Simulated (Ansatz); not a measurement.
`NBC[SiH2]Cl` + H–F → `NBCF` + `[SiH3]Cl`  (substitution at a C–Si bond)

Computed with Ansatz on PBE0-D4/def2-TZVP structures; ΔE is electronic, products minus reactants. CBS: MP2 limit from def2 TZ/QZ plus the TZ coupled-cluster correction, frozen cores. This one scheme is used for every species. DFT in def2-TZVPP. B3LYP here is the variant with VWN-RPA as its local correlation; programs differ in this. One conformer a species, not always the lowest.

```tsv
level	ΔE (kcal/mol)	difference from CCSD(T)/CBS
PBE-D4	24.9	-2.4
B3LYP-D4	23.2	-4.1
PBE0	24.1	-3.2
B3LYP	20.0	-7.3
CCSD/def2-TZVPP	25.2	-2.1
CCSD(T)/def2-TZVPP	26.1	-1.2
HF/def2-QZVPP	18.5	-8.8
SCS-MP2/def2-QZVPP	26.6	-0.7
MP2/CBS(def2)	30.7	3.4
CCSD/CBS(def2)	26.4	-0.9
CCSD(T)/CBS	27.3	0
```

Largest T1 diagnostic among the species: 0.012.

In def2-TZVPP, CCSD(T) changes the Hartree–Fock value by +7.7 kcal/mol (the triples alone add +0.9 kcal/mol) and MP2 by +11.1 kcal/mol. The D4 term adds +3.3 kcal/mol with B3LYP and +1.9 kcal/mol with PBE0; it sums over pairs of atoms, weighted by their polarisabilities, and B3LYP, whose exchange is more repulsive, gets the larger term.
